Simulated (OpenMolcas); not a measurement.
An OpenMolcas run meant for Dy3+ (ANO-RCC-VTZP, DKH2; inactive shells 1s 2s 2p 3s 3p 3d 4s 4p 4d 5s 5p; intended active space 9 electrons in 7 orbitals (4f)). One step of its input:

```
&CASPT2
Multistate=18 1 2 3 4 5 6 7 8 9 10 11 12 13 14 15 16 17 18
Frozen=14 9
IPEA=-0.25
Imaginary=0.1
MaxIter=60
WThr=0.0 0.3 0.05
PrWF=0.5
NoMix
```

The run finished. Its levels beside those of a sound run (SS-CASPT2, IPEA 0.25 Eh, imaginary shift 0.1 Eh (closed shells correlated: 5s 5p)), in cm-1 above each run's lowest level:

```csv
Level,This run,Usual run
4f9 6H* 15/2,0.0,0.0
4f9 6H* 13/2,3666,3640
4f9 6H* 11/2,6690,6646
4f9 6F* 11/2,8580,9015
4f9 6H* 9/2,9115,9059
4f9 6H* 7/2,10995,10934
4f9 6F* 9/2,10766,11201
4f9 6H* 5/2,12386,12326
4f9 6F* 7/2,12555,12990
4f9 6F* 5/2,13947,14382
4f9 6F* 3/2,14941,15376
4f9 6F* 1/2,15537,15972
```

Which setting is unsound, and how much does it matter here?

The IPEA shift is negative. Against the sound run the excited levels shown move by 260 cm-1 on average and by 430 cm-1 at most.

CASPT2 does not keep the components of a term degenerate, so their means are used; among the terms shown or strongly mixed into the levels shown the widest spread is 160 cm-1 (4f9 6F*, this run). High states are left out of the spin-orbit mixing, which shifts the levels that they would mix with. Only configurations of the active space appear.

* marks odd parity.
